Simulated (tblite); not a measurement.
Run record: tight-binding relaxation, `C1[C@H](C#N)[Si@H](F)[Si@@H]1C(C)=C`.

Computed with GFN2-xTB geometry optimisation, gas phase (tblite 0.8.0). Start geometry: from a force field or distance geometry. A driver script takes a list of jobs; this job's settings line and coordinates (Å) are shown.

Command:
```bash
OMP_NUM_THREADS=1 python probes_run.py task.json out
```

Input:
```
{"job": {"kind": "relax", "xc": "GFN2-xTB", "basis": "xTB"}, "charge": 0, "multiplicity": 1}
C     -2.484300     1.307800     0.715200
C     -1.680900     0.465500     0.089600
C     -2.065100    -0.997300     0.088300
Si    -0.120200     0.938400    -0.732100
C      0.983900    -0.560400    -1.077200
C      2.256800    -0.403000    -0.284700
C      2.414500    -1.528400     0.641000
N      2.538500    -2.430900     1.374600
Si     1.693100     1.174600     0.501500
F      1.518900     1.058000     2.159300
H     -3.396300     0.850300     1.158900
H     -2.323000     2.367300     0.795700
H     -3.042500    -1.099100     0.616300
H     -1.305000    -1.587500     0.628400
H     -2.225600    -1.332900    -0.958600
H     -0.241400     1.853600    -1.842300
H      1.243000    -0.527000    -2.162700
H      0.467200    -1.514600    -0.865300
H      3.138400    -0.287500    -0.944100
H      2.624900     2.263900     0.095100
```

Output:
```
step      E/eV     max force
  0    -788.51337    4.343
  1    -788.78715    7.634
  2    -788.79245    5.513
  3    -789.05952    1.246
  4    -789.11340    0.635
  5    -789.20191    1.822
  6    -789.25250    1.192
  7    -789.28369    0.511
  8    -789.31242    0.739
  9    -789.34480    1.020
... (167 lines left out)
177    -789.50044    0.018
178    -789.50050    0.016
179    -789.50056    0.015
180    -789.50063    0.018
181    -789.50071    0.025
182    -789.50078    0.028
183    -789.50084    0.031
184    -789.50090    0.023
185    -789.50095    0.015
186    -789.50100    0.010
```

«max force» is the largest atomic force in eV/Å.

From which step on does the largest force stay under 0.1 eV/Å, and how much energy is left to gain from there?

From step 111 (0.084 eV/Å), 28.4 meV above the end.

Main results: energy lowered by 22.8 kcal/mol over 186 steps; largest atomic force 0.010 eV/Å at the end.

Where do the atoms end?

0.930 Å rms from the input after alignment:
```
atom  x, y, z in Å
C1    -2.8578    1.0710   -0.0801
C2    -1.7008    0.4556    0.1315
C3    -1.6019   -0.7703    0.9878
Si4   -0.0838    1.1044   -0.6076
C5     0.9553   -0.2634   -1.5010
C6     2.0912   -0.5072   -0.4644
C7     1.9110   -1.7587    0.1930
N8     1.7208   -2.7575    0.7221
Si9    1.8083    1.0059    0.7411
F10    1.6285    0.5199    2.2750
H11   -3.7844    0.7121    0.3421
H12   -2.9305    1.9587   -0.6863
H13   -2.5855   -1.1107    1.3045
H14   -1.0035   -0.5629    1.8746
H15   -1.1089   -1.5802    0.4521
H16   -0.3460    2.2812   -1.4499
H17    1.3805    0.0891   -2.4403
H18    0.4206   -1.1852   -1.7303
H19    3.0771   -0.5202   -0.9343
H20    3.0047    1.8291    0.8674
```

Estimate the wall time. Hardware: one thread of an Arm Neoverse N1, no GPU, on a shared host.

About 3.5 s.
Labels such as C1 count atoms from 1, the log's own numbers from 0.
